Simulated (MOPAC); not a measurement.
Input file for MOPAC: PM7 on GeH2 (SMILES [GeH2]), a point of a bond scan (R = 2.399 Å).

```
PM7 1SCF PRECISE CHARGE=0 THREADS=1
GeH2

Ge     0.00662121 1    -0.00051204 1     0.06580777 1
H     -0.18817326 1    -1.69328892 1    -1.62295176 1
H     -0.08863693 1     1.14541518 1    -1.04581664 1
```

It printed:

```
*******************************************************************************
 **                                                                           **
 **                              MOPAC v23.2.5                                **
 **                                                                           **
 *******************************************************************************
 ** MOPAC's Digital Object Identifier: https://doi.org/10.5281/zenodo.6511958 **
 **                                                                           **
 ** Please cite the open-source release paper for use of this MOPAC version:  **
 ** J. E. Moussa and J. J. P. Stewart (2026)                                  **
 ** MOPAC: An open-source semiempirical molecular orbital program             **
 ** J. Open Source Softw., 11(119), 8025, https://doi.org/10.21105/joss.08025 **
 *******************************************************************************

                              PM7 CALCULATION RESULTS

 *******************************************************************************
 *  PM7        - The PM7 Hamiltonian to be used
 *
 *
 *
 *                 CHARGE ON SYSTEM = 0
 *
 *
 *
 *  PRECISE    - TIGHTER CRITERIA TO BE USED
 *  1SCF       - DO 1 SCF AND THEN STOP
 *  THREADS=1  - MULTI-THREADING NOT USED
 *  T=         - A TIME OF 172800.0 SECONDS REQUESTED
 *  DUMP=N     - RESTART FILE WRITTEN EVERY 7200.0 SECONDS REQUESTED
 *******************************************************************************
PM7 1SCF PRECISE CHARGE=0 THREADS=1
 GeH2

   ATOM   CHEMICAL          X               Y               Z
  NUMBER   SYMBOL      (ANGSTROMS)     (ANGSTROMS)     (ANGSTROMS)

     1      Ge          0.00662121  *  -0.00051204  *   0.06580777  *
     2       H         -0.18817326  *  -1.69328892  *  -1.62295176  *
     3       H         -0.08863693  *   1.14541518  *  -1.04581664  *



          CARTESIAN COORDINATES

    NO.       ATOM           X           Y           Z

     1        Ge          0.0066     -0.0005      0.0658
     2         H         -0.1882     -1.6933     -1.6230
     3         H         -0.0886      1.1454     -1.0458

 General Reference for PM7:
 "Optimization of Parameters for Semiempirical Methods VI: More Modifications to the
 NDDO Approximations and Re-optimization of Parameters", J. J. P. Stewart, J. Mol. Mod., 1:32, 19 (2013)
 https://link.springer.com/article/10.1007/s00894-012-1667-x

           Empirical Formula: H2 Ge  =     3 atoms



      MOLECULAR POINT GROUP   :   Cs


      RHF CALCULATION, NO. OF DOUBLY OCCUPIED LEVELS = 3


 -------------------------------------------------------------------------------
 PM7 1SCF PRECISE CHARGE=0 THREADS=1
 GeH2



     1SCF WAS SPECIFIED, SO BFGS WAS NOT USED
     SCF FIELD WAS ACHIEVED


                              PM7 CALCULATION
                                                       MOPAC v23.2.5 Linux




          FINAL HEAT OF FORMATION =        139.73405 KCAL/MOL =     584.64728 KJ/MOL


          COSMO AREA              =         82.78 SQUARE ANGSTROMS
          COSMO VOLUME            =         67.99 CUBIC ANGSTROMS

          IONIZATION POTENTIAL    =          7.530737 EV
          HOMO LUMO ENERGIES (EV) =         -7.531 -1.072
          NO. OF FILLED LEVELS    =          3
          MOLECULAR WEIGHT        =         74.6058         POINT GROUP:  Cs

          MOLECULAR DIMENSIONS (Angstroms)

            Atom       Atom       Distance
            H     3    H     2     2.89849
           Ge     1    H     3     1.32367
            H     2    H     3     0.00000


          SCF CALCULATIONS        =          1





   ATOM   CHEMICAL          X               Y               Z
  NUMBER   SYMBOL      (ANGSTROMS)     (ANGSTROMS)     (ANGSTROMS)

     1      Ge          0.00662121  *  -0.00051204  *   0.06580777  *
     2       H         -0.18817326  *  -1.69328892  *  -1.62295176  *
     3       H         -0.08863693  *   1.14541518  *  -1.04581664  *

                             CARTESIAN COORDINATES

   1   Ge        0.006621210    -0.000512040     0.065807770
   2    H       -0.188173260    -1.693288920    -1.622951760
   3    H       -0.088636930     1.145415180    -1.045816640


           Empirical Formula: H2 Ge  =     3 atoms



      MOLECULAR POINT GROUP   :   Cs


                  EIGENVALUES
 -15.49818  -8.75877  -7.53074  -1.07241   0.60651   2.68738


              NET ATOMIC CHARGES AND DIPOLE CONTRIBUTIONS

  ATOM NO.   TYPE          CHARGE      No. of ELECS.   s-Pop       p-Pop
    1         Ge           0.152247        3.8478     1.83084     2.01691
    2          H          -0.065860        1.0659     1.06586
    3          H          -0.086388        1.0864     1.08639
 DIPOLE           X         Y         Z       TOTAL
 POINT-CHG.     0.101     0.060     0.995     1.002
 HYBRID        -0.137     0.720    -1.461     1.634
 SUM           -0.035     0.780    -0.465     0.909


          ATOMIC ORBITAL ELECTRON POPULATIONS

     Atom    s        px        py        pz
    1 Ge   1.83084   0.01087   0.93704   1.06900
    2  H   1.06586
    3  H   1.08639

 **********************
 *                    *
 * JOB ENDED NORMALLY *
 *                    *
 **********************




 == MOPAC DONE ==
```

The run finished.

Cost: very roughly 0.010 core-seconds.
